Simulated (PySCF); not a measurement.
**Solvent effects on NMR parameters**

Cartesian coordinates in Å; atom numbers follow the order of the lines, from 1:
```xyz
16

C    -2.398    0.623   -0.568
C    -1.582   -0.501    0.014
O    -2.093   -1.531    0.389
C    -0.094   -0.318    0.125
C     0.667   -1.364    0.654
C     2.045   -1.202    0.761
N     2.685   -0.095    0.386
C     1.961    0.900   -0.116
C     0.575    0.843   -0.270
H    -3.453    0.327   -0.580
H    -2.068    0.855   -1.592
H    -2.280    1.541    0.029
H     0.164   -2.281    0.969
H     2.664   -2.007    1.172
H     2.509    1.800   -0.418
H     0.042    1.698   -0.690
```

GIAO PBE0/pcSseg-1 in PySCF 2.14 on one PBE0-D3(BJ)/def2-SVP conformer, non-relativistic, equivalent nuclei averaged. Solvents enter as an IEF-PCM continuum (chloroform with ε = 4.7, acetone with ε = 20.5, water with ε = 78.4) around the gas-phase geometry. Shifts are referred to TMS computed in the same medium.

Gas phase, δ in ppm: C2 199.3, C6/C8 157.0, C4 144.1, C5/C9 125.8, C1 27.5, H14/H15 9.02, H13/H16 7.73, H10/H11/H12 2.60. Dipole moment 2.50 D.

(1) How does each δ change in the continuum?

(2) Which nuclei move most (in ppm), and what does the model miss?

## Answers

(1) 
| atoms | environment | Δδ, chloroform | Δδ, acetone | Δδ, water |
| --- | --- | --- | --- | --- |
| C2 | ketone carbonyl carbon | +5.0 | +6.7 | +7.1 |
| C6/C8 | aromatic CH next to a ring nitrogen | +1.0 | +1.3 | +1.4 |
| C4 | substituted aromatic carbon | +1.4 | +1.9 | +2.1 |
| C5/C9 | aromatic CH | +2.0 | +2.7 | +2.9 |
| C1 | methyl carbon α to a carbonyl | +1.7 | +2.4 | +2.5 |
| H14/H15 | hydrogen on an aromatic CH next to a ring nitrogen | +0.05 | +0.07 | +0.07 |
| H13/H16 | hydrogen on an aromatic CH | +0.22 | +0.31 | +0.33 |
| H10/H11/H12 | hydrogen on a methyl carbon α to a carbonyl | +0.17 | +0.23 | +0.25 |

Changes are relative to the gas phase. The dipole moment becomes 3.19 D in chloroform, 3.46 D in acetone, 3.54 D in water.

(2) C2 (ketone carbonyl carbon, +7.1 ppm) in water. A continuum only polarises the solute; specific hydrogen bonds, the anisotropy of aromatic solvents and changes of geometry or conformer are outside it.
